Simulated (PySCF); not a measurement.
boroxine (B3H3O3), SMILES B1OBOBO1. Atoms are numbered in the order given.

```xyz
9

B     -1.3811     0.0000     0.0000
O     -0.6857    -1.1876     0.0000
B      0.6905    -1.1960     0.0000
O      1.3713     0.0000     0.0000
B      0.6905     1.1960     0.0000
O     -0.6857     1.1876     0.0000
H     -2.5835     0.0000     0.0000
H      1.2917    -2.2374     0.0000
H      1.2917     2.2374     0.0000
```
Charge 0, spin multiplicity 1.

Geometry: ωB97X-D3(BJ)/def2-SVP.

Two levels are set side by side: PBE/pcSseg-1 (PySCF) and HF/pcSseg-1 (PySCF). GIAO shifts against BF3 (¹¹B), H2O (¹⁷O), TMS (¹H) at the same level; non-relativistic, no solvent, atoms listed together averaged. Differences are taken from unrounded values.

```json
[
 {"quantity": "δ(¹¹B) of B1, B3, B5 (ppm)", "HF": "16.2", "PBE": "14.6", "PBE minus HF": "-1.6"},
 {"quantity": "δ(¹⁷O) of O2, O4, O6 (ppm)", "HF": "177.5", "PBE": "247.0", "PBE minus HF": "69.5"},
 {"quantity": "δ(¹H) of H7, H8, H9 (ppm)", "HF": "4.69", "PBE": "5.05", "PBE minus HF": "0.36"}
]
```

Rough cost on one machine, each run with all the roots and properties that it gave: HF against PBE within a factor of 2.
